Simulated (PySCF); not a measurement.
A structure optimised at B3LYP-D3(BJ)/def2-SVP, used in a PySCF frequency run:

```
O
C 1 1.3654
C 2 1.3328 1 122.48
H 3 1.0907 2 119.71 1 -178.42
H 3 1.0922 4 119.10 2 -179.50
H 2 1.0972 3 122.36 4 -0.11
Si 1 1.6630 2 128.52 6 23.84
H 7 1.4770 1 106.12 2 -166.58
H 7 1.4837 8 112.90 1 121.95
Cl 7 2.0767 8 109.85 9 119.69
```
Charge 0, spin multiplicity 1.

Problem. Write its SMILES and formula.

Solution. C=CO[SiH2]Cl, C2H5ClOSi

Problem. What are its rotational constants (standard atomic weights)?

Solution. 7.1367, 1.5700, 1.3251 GHz
